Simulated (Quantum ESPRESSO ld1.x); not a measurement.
Ta4+, configuration [Xe] 4f14 5d1 (the NIST ground configuration). Calculated with ld1.x of Quantum ESPRESSO 7.5: Dirac Kohn-Sham, revPBE, spin-unpolarised, spherical densities, point nucleus; open shells fill j = l - 1/2 first. Some entries of the table are withheld. Estimate them.

orbital  occ.  eigenvalue (hartree)  <r^2> (bohr^2)
1s1/2       2              -2474.10       0.0004785
2s1/2       2              -426.075        0.007314
2p1/2       2              -407.197        0.005233
2p3/2       4              -360.516        0.006436
3s1/2       2              -98.7931         0.04784
3p1/2       2              -90.4185         0.04397
3p3/2       4              -80.3678         0.05059
3d3/2       4              -66.2606         0.03932
3d5/2       6              -64.0716         0.04114
4s1/2       2              -21.3747             (1)
4p1/2       2              -17.9242          0.2458
4p3/2       4              -15.6114          0.2818
4d3/2       4                   (2)          0.3096
4d5/2       6                   (3)          0.3233
5s1/2       2              -4.20854           1.337
5p1/2       2              -3.19610           1.619
5p3/2       4              -2.86014           1.879
4f5/2       6              -2.49002             (4)
4f7/2       8              -2.41689             (5)
5d3/2       1              -1.52473           3.374
5d5/2       0              -1.49004           3.525
6s1/2       0              -1.34503           7.210
6p1/2       0              -1.09164           9.258
6p3/2       0              -1.03092           10.28

Answer. 
(1) 4s1/2 <r^2> (bohr^2): 0.2377
(2) 4d3/2 eigenvalue (hartree): -9.94995
(3) 4d5/2 eigenvalue (hartree): -9.52516
(4) 4f5/2 <r^2> (bohr^2): 0.5005
(5) 4f7/2 <r^2> (bohr^2): 0.5176
